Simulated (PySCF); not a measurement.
**Al (aluminium, neutral) across methods**

[Ne] 3s1 3p1 3d1, one real determinant (an excited configuration). Calculation: PySCF 2.14, in dyall-acv3z; the spin-free X2C one-electron Hamiltonian (Gaussian nucleus).

```
 method  E (hartree)  mean ε 3s α (eV)  mean ε 3p α (eV)  mean ε 3d α (eV)  Σ⟨r²⟩ (bohr²)   ⟨S²⟩
 r2SCAN    -242.4774           -11.692            -6.048            -0.645          58.72  3.750
    UHF   -242.03595           -16.017            -9.632            -1.509          62.97  3.750
   PW91    -242.4904           -11.415            -5.841            -0.740          58.20  3.750
   PBE0    -242.3897           -12.641            -6.841            -1.007          59.57  3.750
    LDA    -241.4452           -11.441            -5.740            -0.655          57.83  3.750
  B3LYP    -242.5210           -12.355            -6.534            -0.897          59.80  3.750
wB97X-V    -242.4425           -14.979            -8.922            -1.716          60.14  3.750
```

Estimate the same row for PBE.

E (hartree) = -242.3732; mean ε 3s α (eV) = -11.374; mean ε 3p α (eV) = -5.812; mean ε 3d α (eV) = -0.734; Σ⟨r²⟩ (bohr²) = 58.50; ⟨S²⟩ = 3.750.

⟨L²⟩ = 8.01 against 12 for a pure F term, so this real determinant mixes terms. The outer electron is Rydberg-like, and this basis confines it to a smaller radius and binds it less than a complete one would.
